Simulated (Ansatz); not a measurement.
A nudged elastic band was laid between two geometries of AlClFH3O (7 atoms, charge 0, multiplicity 1).

The calculation used RKS revPBE-D4/def2-SVP (Ansatz 0.2.0).

- movable images: 7
- climbing image: yes
- spring: 5.0 eV/Å²
- optimiser: quadratic models (default)
- start path: through a guess of the saddle point
- force threshold: 0.05 eV/Å
- iteration limit: 60
- end points: relaxed

Image 0:

```xyz
7
Properties=species:S:1:pos:R:3
Al 0.150 0.026 0.141
H 0.031 0.766 1.544
Cl 1.812 0.400 -1.137
F -1.294 -0.419 -0.656
O 0.371 -1.901 0.728
H -0.424 -2.314 0.323
H 0.286 -2.037 1.693
```

Image 8:

```xyz
7
Properties=species:S:1:pos:R:3
Al 0.133 -0.636 -0.290
H 0.173 0.276 1.872
Cl 1.794 0.527 -0.836
F -1.404 -0.004 -0.527
O 0.383 -2.274 0.147
H -0.360 -2.884 0.279
H 0.213 -0.485 1.991
```

Question: Which bonds break or form, and what moves?

Answer: Bonds broken: Al1–H2, O5–H7. Bonds formed: H2–H7. AlClFH3O becomes AlClFHO + H2.

Question: Give the energies along the band, and the barrier.

Answer: The forces met the threshold. The highest image is number 4 of 0 to 8, 68.4 kJ/mol above the first end and 70.3 kJ/mol above the last; the last end lies 1.9 kJ/mol below the first. A vibrational analysis at the climbing image gives one clearly imaginary mode, 1040i cm⁻¹: a first-order saddle point. The orbitals stay closed-shell, which can raise the energy where a bond breaks towards radicals; this wasn't checked here.

```tsv
image	path coordinate (Å)	energy (kJ/mol)	Al1–H2 (Å)	O5–H7 (Å)	H2–H7 (Å)
0	0.00	0.0	1.59	0.98	2.82
1	0.38	3.3	1.60	0.98	2.42
2	0.76	14.1	1.61	0.99	1.97
3	1.14	36.8	1.65	1.03	1.50
4	1.53	68.4	1.77	1.27	1.07
5	1.85	41.4	1.93	1.62	0.85
6	2.17	12.2	2.14	1.96	0.79
7	2.50	0.3	2.32	2.31	0.77
8	2.82	-1.9	2.35	2.57	0.77
```

Question: What is the geometry of the highest image?

Answer: 
```xyz
7
Properties=species:S:1:pos:R:3
Al 0.155 -0.277 -0.076
H 0.161 -0.024 1.675
Cl 1.823 0.558 -1.048
F -1.390 -0.072 -0.709
O 0.359 -1.979 0.650
H -0.392 -2.604 0.606
H 0.214 -1.081 1.538
```

Question: What are the harmonic wavenumbers there?

Answer: 1040i, 154, 192, 269, 351, 489, 504, 685, 736, 854, 1025, 1349, 1714, 1867, 3700 cm⁻¹.

The run took 82 s on 1 thread of Intel(R) Xeon(R) 6975P-C (Granite Rapids) (shared host), peak memory 0.16 GiB.
